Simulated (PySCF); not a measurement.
All values below come from B3LYP-D3(BJ)/def2-TZVP run with PySCF. Gas-phase values, no solvent. One relaxed conformer stands for a flexible species; it need not be the lowest. B3LYP has the VWN-RPA correlation part, as in Gaussian. Delta-SCF ions had no search for a lower state. Excitations are Tamm–Dancoff values on a coarser integration grid. The basis has no diffuse functions, so Rydberg states are missing or too high.

Reference species (SMILES): `C/C=[SiH]\O` (C–Si–O–H torsion 0°) (neutral, multiplicity 1).

- S1–T1 gap (TDA) = 1.19 eV
- S1 excitation (TDA) = 4.29 eV
- vertical ionisation energy (Delta-SCF) = 7.85 eV

After one change: the S1–T1 gap (TDA) drops by 1.10 eV; the S1 excitation (TDA) goes up by 1.43 eV; the vertical ionisation energy (Delta-SCF) increases by 1.74 eV.

Task: Which change was made? The new species is one of these.
A) `COC=[SiH2]` (C–O–C–Si torsion 0°)
B) `C=C(O)[SiH3]` (Si–C–O–H torsion 0°)
C) `O[SiH]1CC1` (H–O–Si–C torsion 31°)
D) `C1OC[SiH2]1`

Result: D, `C1OC[SiH2]1`
